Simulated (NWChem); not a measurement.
boron trifluoride (BF$_{3}$); SMILES FB(F)F

```xyz
4

F      1.2620    -0.3802     0.0000
B      0.0000     0.0000     0.0000
F     -0.9603    -0.9028     0.0000
F     -0.3017     1.2830     0.0000
```
Atoms are numbered in this order, from 1.

All runs use the structure optimised with B3LYP/6-31G* (spherical d). No frequency run checked for a minimum.

Q: Give the principal values of the shielding tensors (ppm) of F1, B2 from PBE0/x2c-SVPall-s, scalar ZORA without spin-orbit coupling, GIAO (NWChem), with their diamagnetic and paramagnetic parts as GIAO splits them.

A: 
```
atom    σ11    σ22    σ33  isotropic  diamagnetic  paramagnetic
----  -----  -----  -----  ---------  -----------  ------------
F1    208.2  377.4  380.9      322.1        457.8        -135.7
B2     81.4   96.2   96.2       91.3        207.1        -115.8
```
